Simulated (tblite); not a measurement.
C7H8NO (doublet state).
Geometry (GFN2-xTB, Å), atoms numbered from 1 in this order:
```xyz
17
C7H8NO angstrom
C     -2.3335   -0.8854    0.4687
C     -1.5976    0.0912   -0.4658
O     -2.1171    1.2828   -0.5928
C     -0.0918    0.1165   -0.0637
C      0.5045    1.3328    0.2442
C      1.8247    1.3086    0.6577
C      2.4914    0.0950    0.7500
C      1.7985   -1.0594    0.4186
N      0.5433   -1.0250    0.0152
H     -2.3374   -0.4893    1.4816
H     -3.3643   -0.9851    0.1380
H     -1.8440   -1.8549    0.4611
H     -1.5094   -0.3862   -1.4769
H     -0.0815    2.2352    0.1633
H      2.3277    2.2307    0.9098
H      3.5220    0.0421    1.0638
H      2.2575   -2.0375    0.4666
```

Structure optimised with GFN2-xTB, isolated species. This method treats the open shell by occupation alone, without spin polarisation.

Masses are those of the commonest isotopes; rigid-rotor values at the optimised geometry. The values belong to one conformer with, in the numbering `[CH3:1][C@@H:2]([O:3])[c:4]1[cH:5][cH:6][cH:7][cH:8][n:9]1`, C1–C2–C4–C5 -125°.

**Question.** Give the principal moments of inertia and the rotational constants in MHz.

**Answer.** Ia = 139.98, Ib = 402.91, Ic = 510.24 u·Å²; 505379 MHz·u·Å²/I gives A = 3610, B = 1254, C = 990.5 MHz.

**Question.** What kind of rotor is it?

**Answer.** An asymmetric top. Ray's parameter κ = (2B − A − C)/(A − C) = -0.799; −1 is the prolate and +1 the oblate limit.

**Question.** Is it planar, by Δ = Ic − Ia − Ib?

**Answer.** Not planar: Δ = Ic − Ia − Ib = -32.65 u·Å². For a rigid frame Δ = −2 Σ m c², so Σ m c² = 16.32 u·Å² lies off the ab plane: 5.66 from hydrogen and 10.66 from heavier atoms. The atom farthest from that plane is 1.68 Å away.

**Question.** Estimate the classical rotational partition function at 25 K, 100 K and 200 K.

**Answer.** Point group C1, symmetry number σ = 1; q = (√π/σ)·√((kT/h)³/(ABC)), k/h = 20836.6 MHz/K: 9950 at 25 K, 79600 at 100 K, 225000 at 200 K.

For this open shell read J as N, the rotation without spin; fine and hyperfine splittings come on top. Its GFN2-xTB frequencies are all real (lowest 42 cm⁻¹). No vibrational averaging or centrifugal distortion is included, and the geometry carries the error of its method.

All values are computed, not measured.
